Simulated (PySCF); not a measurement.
Vertical excitations of a molecule C4H10O from PySCF 2.14.0 with TDDFT-PBE/def2-SVPD, as energy in eV (oscillator strength): 6.15 (0.001), 6.46 (0.002), 7.01 (0.016), 7.39 (0.025), 7.45 (0.001), 7.59 (0.002), 7.63 (0.007), 7.97 (0.033), 7.98 (0.021), 7.98 (0.000). Lowest triplet (TDA): 5.90 eV. Coordinates come from a TPSSh-D3(BJ)/def2-SVP optimisation. One conformer was computed; it need not be the lowest.

Question: Pick the molecule that these values belong to.
A) CCCCO
B) CCOCC
C) CC(C)(C)O
D) CC[C@H](C)O

Answer: A, CCCCO
